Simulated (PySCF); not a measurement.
Geometry:
```tsv
atom	x (Å)	y (Å)	z (Å)
C1	-2.457	-0.308	0.495
C2	-1.464	-0.332	-0.663
C3	-0.056	-0.142	-0.185
C4	0.549	1.112	-0.193
C5	1.836	1.245	0.298
C6	2.483	0.120	0.783
C7	1.802	-1.086	0.751
N8	0.567	-1.224	0.283
H9	-3.476	-0.471	0.140
H10	-2.215	-1.091	1.216
H11	-2.428	0.652	1.017
H12	-1.522	-1.296	-1.173
H13	-1.715	0.446	-1.389
H14	0.012	1.968	-0.584
H15	2.328	2.211	0.298
H16	3.491	0.172	1.174
H17	2.276	-1.993	1.119
```

PySCF 2.14.0 with density-fitted response routines calculation with B97-2/pcSseg-2 with gauge-including orbitals and coordinates at the PBE0-D3(BJ)/def2-TZVP level; non-relativistic Hamiltonian, in vacuum, fast rotation and ring inversion assumed for equivalent nuclei, one conformer.

δ = σ(ref) − σ, references computed at the same level: ¹³C (σ = 185.38 ppm) and ¹H (σ = 31.64 ppm) against TMS; NH3 for ¹⁵N (σ = 261.75 ppm).

| atoms | nucleus | count | δ (ppm) |
| --- | --- | --- | --- |
| N8 | ¹⁵N | 1 | 351.1 |
| C6 | ¹³C | 1 | 125.8 |
| H16 | ¹H | 1 | 7.19 |
| C7 | ¹³C | 1 | 157.9 |
| C2 | ¹³C | 1 | 38.0 |
| H15 | ¹H | 1 | ? |
| C3 | ¹³C | 1 | 174.3 |
| H17 | ¹H | 1 | 8.87 |
| C5 | ¹³C | 1 | ? |
| C1 | ¹³C | 1 | 19.8 |
| H12/H13 | ¹H | 2 | ? |
| H14 | ¹H | 1 | 7.31 |
| H9/H10/H11 | ¹H | 3 | ? |
| C4 | ¹³C | 1 | 127.6 |

Q: Complete the table.

A: 
- C5: 142.6 ppm, aromatic CH
- H15: 7.76 ppm, hydrogen on an aromatic CH; the ring current deshields protons in the ring plane
- H12/H13: 2.81 ppm, hydrogen on an sp3 CH2 on an aromatic ring; benzylic-type position, deshielded by the ring
- H9/H10/H11: 1.24 ppm, hydrogen on a methyl carbon

Shifts are as computed. Against solution values, carbons near 30 ppm lie about +3 ppm off and those near 130 ppm about +7 ppm. Of 1309 compounds with measured shifts, 239 miss one by over three times the rms of a fit or turn the order of signals round; such compounds aren't used in these exercises. Experimental scales use liquid or dissolved standards, which lie at an offset from isolated NH3 (liquid NH3: subtract about 20 ppm). Unscaled 15N shifts of sp2 nitrogen come out 20 to 40 ppm too high even then.
